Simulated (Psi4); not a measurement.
GeTe, charge -1, doublet, at a GFN2-xTB geometry of the parent state (a state made from the parent by changing its charge; the spin is typed, not shown lowest) (core potentials on Te) (a gas-phase anion, which may not be bound at this level); B3LYP/def2-SVP in Psi4 1.11.

The Psi4 input:
```
memory 2 GB

molecule {
-1 2
Ge   -0.00000000   -0.00000000   -1.45814979
Te    0.00000000    0.00000000    0.89732295
}

set {
  basis def2-svp
  reference uks
}

energy('b3lyp')
print_variables()
```

Output, abridged:

```
   => Loading Basis Set <=

    Name: DEF2-SVP
    Role: ORBITAL
    Keyword: BASIS

    !!!  WARNING: ECP capability is in beta. Please check occupations closely.  !!!

         ---------------------------------------------------------
                                   SCF
               by Justin Turney, Rob Parrish, Andy Simmonett
                          and Daniel G. A. Smith
                              UKS Reference
         ---------------------------------------------------------

  ==> Geometry <==

    Molecular point group: c2v
    Full point group: C_inf_v

    Geometry (in Angstrom), charge = -1, multiplicity = 2:

       Center              X                  Y                   Z               Mass
    ------------   -----------------  -----------------  -----------------  -----------------
         GE           0.000000000000     0.000000000000    -1.501223906478    73.921177761000
         TE           0.000000000000     0.000000000000     0.854248833522   129.906222748000

  Running in c2v symmetry.

  Rotational constants: A = ************  B =      0.06449  C =      0.06449 [cm^-1]
  Rotational constants: A = ************  B =   1933.41359  C =   1933.41359 [MHz]
  Nuclear repulsion =  172.537805635806251

  Charge       = -1
  Multiplicity = 2
  Electrons    = 57
  Nalpha       = 29
  Nbeta        = 28

  ==> Algorithm <==

  SCF Algorithm Type is DF.
  DIIS enabled.
  MOM disabled.
  Fractional occupation disabled.
  Guess Type is SAD.
  Energy threshold   = 1.00e-06
  Density threshold  = 1.00e-06
  Integral threshold = 1.00e-12

  ==> Primary Basis <==

  Basis Set: DEF2-SVP
    Blend: DEF2-SVP
    Number of shells: 22
    Number of basis functions: 58
    Number of Cartesian functions: 63
    Spherical Harmonics?: true
    Max angular momentum: 2

  Core potential: DEF2-SVP
    Number of shells: 4
    Number of ECP primitives: 18
    Number of ECP core electrons: 28
    Max angular momentum: 3

  ==> DFT Potential <==

   => LibXC <=

    Version 7.1.2
    S. Lehtola, C. Steigemann, M. J. T. Oliveira, and M. A. L. Marques,  SoftwareX 7, 1–5 (2018) (10.1016/j.softx.2017.11.002)

   => Composite Functional: B3LYP <=

    B3LYP Hyb-GGA Exchange-Correlation Functional

    P. J. Stephens, F. J. Devlin, C. F. Chabalowski, and M. J. Frisch,  J. Phys. Chem. 98, 11623 (1994) (10.1021/j100096a001)

    Deriv               =              1
    GGA                 =           TRUE
    Meta                =          FALSE

    Exchange Hybrid     =           TRUE
    MP2 Hybrid          =          FALSE

   => Exchange Functionals <=

    0.0800   Slater exchange
    0.7200         Becke 88

   => Exact (HF) Exchange <=

    0.2000               HF

   => Correlation Functionals <=

    0.1900   Vosko, Wilk & Nusair (VWN5_RPA)
    0.8100   Lee, Yang & Parr

   => LibXC Density Thresholds  <==

    XC_HYB_GGA_XC_B3LYP:  1.00E-15

   => Molecular Quadrature <=

    Radial Scheme          =       TREUTLER
    Pruning Scheme         =           NONE
    Nuclear Scheme         =       TREUTLER

    Blocking Scheme        =         OCTREE
    BS radius alpha        =              1
    Pruning alpha          =              1
    Radial Points          =             75
    Spherical Points       =            302
    Total Points           =          40724
    Total Blocks           =            381
    Max Points             =            254
    Max Functions          =             58
    Weights Tolerance      =       1.00E-15

   => Loading Basis Set <=

    Name: (DEF2-SVP AUX)
    Role: JKFIT
    Keyword: DF_BASIS_SCF

  ==> Integral Setup <==

  SCF_SUBTYPE=INCORE selected. In-core MEM_DF algorithm will be used.
  Using in-core AOs.

  ==> MemDFJK: Density-Fitted J/K Matrices <==

    J tasked:                   Yes
    K tasked:                   Yes
    wK tasked:                   No
    Algorithm:                 Core
    Schwarz Cutoff:           1E-12
    Mask sparsity (%):       1.0702
    Fitting Condition:        1E-10

   => Auxiliary Basis Set <=

  Basis Set: (DEF2-SVP AUX)
    Blend: DEF2-UNIVERSAL-JKFIT
    Number of shells: 106
    Number of basis functions: 484
    Number of Cartesian functions: 680
    Spherical Harmonics?: true
    Max angular momentum: 5

  Minimum eigenvalue in the overlap matrix is 1.1845324575E-02.
  Reciprocal condition number of the overlap matrix is 3.3510608186E-03.
    Using symmetric orthogonalization.

  ==> Pre-Iterations <==

  SCF Guess: Superposition of Atomic Densities via on-the-fly atomic UHF (no occupation information).

   -------------------------
    Irrep   Nso     Nmo
   -------------------------
     A1        27      27
     A2         5       5
     B1        13      13
     B2        13      13
   -------------------------
    Total      58      58
   -------------------------

  ==> Iterations <==

                           Total Energy        Delta E     RMS |[F,P]|

   @DF-UKS iter SAD: -2339.35095281135182   -2.33935e+03   0.00000e+00
   @DF-UKS iter   1: -2343.25455425835526   -3.90360e+00   7.34155e-02 ADIIS/DIIS
   @DF-UKS iter   2: -2339.31494989043085    3.93960e+00   1.69270e-01 ADIIS
   @DF-UKS iter   3: -2344.76262996061496   -5.44768e+00   2.35049e-02 ADIIS/DIIS
   @DF-UKS iter   4: -2344.80371492499899   -4.10850e-02   1.27228e-02 ADIIS/DIIS
   @DF-UKS iter   5: -2344.94477641161166   -1.41061e-01   2.37251e-03 ADIIS/DIIS
   @DF-UKS iter   6: -2344.94933062242990   -4.55421e-03   5.87768e-04 ADIIS/DIIS
   @DF-UKS iter   7: -2344.94958062951719   -2.50007e-04   7.72995e-05 DIIS
   @DF-UKS iter   8: -2344.94958736445869   -6.73494e-06   1.72099e-05 DIIS
   @DF-UKS iter   9: -2344.94958827271330   -9.08255e-07   5.48358e-06 DIIS
   @DF-UKS iter  10: -2344.94958851117462   -2.38461e-07   1.91078e-06 DIIS
   @DF-UKS iter  11: -2344.94958854582410   -3.46495e-08   6.52588e-07 DIIS
  Energy and wave function converged.

  ==> Post-Iterations <==

   Electrons on quadrature grid:
      Nalpha   =   28.9999980462 ; deviation = -1.954e-06
      Nbeta    =   27.9999980470 ; deviation = -1.953e-06
      Ntotal   =   56.9999960932 ; deviation = -3.907e-06

   @Spin Contamination Metric:   3.101832355E-03
   @S^2 Expected:                7.500000000E-01
   @S^2 Observed:                7.531018324E-01
   @S   Expected:                5.000000000E-01
   @S   Observed:                5.000000000E-01

    Orbital Energies [Eh]
    ---------------------

    Alpha Occupied:

[...]
    Alpha Virtual:

[...]
    Beta Occupied:

[...]
       6B1    -0.023032

    Beta Virtual:

[...]
    Final Occupation by Irrep:
             A1    A2    B1    B2
    DOCC [    14,    2,    6,    6 ]
    SOCC [     0,    0,    1,    0 ]
    NA   [    14,    2,    7,    6 ]
    NB   [    14,    2,    6,    6 ]

  @DF-UKS Final Energy: -2344.94958854582410

   => Energetics <=

    Nuclear Repulsion Energy =            172.5378056358062508
    One-Electron Energy =               -3718.8835919816156093
    Two-Electron Energy =                1282.1014583065868919
    DFT Exchange-Correlation Energy =     -80.7052605066014195
    Empirical Dispersion Energy =           0.0000000000000000
    VV10 Nonlocal Energy =                  0.0000000000000000
    Total Energy =                      -2344.9495885458240991

  UHF NO Occupations:
  HONO-2 :    6 B2 1.9994836
  HONO-1 :   14 A1 1.9993532
  HONO-0 :    7 B1 1.0000000
  LUNO+0 :   15 A1 0.0006468
  LUNO+1 :    7 B2 0.0005164
  LUNO+2 :    8 B1 0.0002836
  LUNO+3 :   16 A1 0.0000696

Computation Completed

Properties will be evaluated at   0.000000,   0.000000,   0.000000 [a0]

Properties computed using the SCF density matrix

 Multipole Moments:

 ------------------------------------------------------------------------------------
     Multipole            Electronic (a.u.)      Nuclear  (a.u.)        Total (a.u.)
 ------------------------------------------------------------------------------------

 L = 1.  Multiply by 2.5417464519 to convert [e a0] to [Debye]
 Dipole X            :          0.0000000            0.0000000            0.0000000
 Dipole Y            :          0.0000000            0.0000000            0.0000000
 Dipole Z            :         52.4572995          -52.0377530            0.4195464
 Magnitude           :                                                    0.4195464

 ------------------------------------------------------------------------------------

  Variable Map:
  ----------------------------------------------------------------------------
[...]
  Array Variable Map:
  ----------------------------------------------------------------------------
[...]
[...]
```
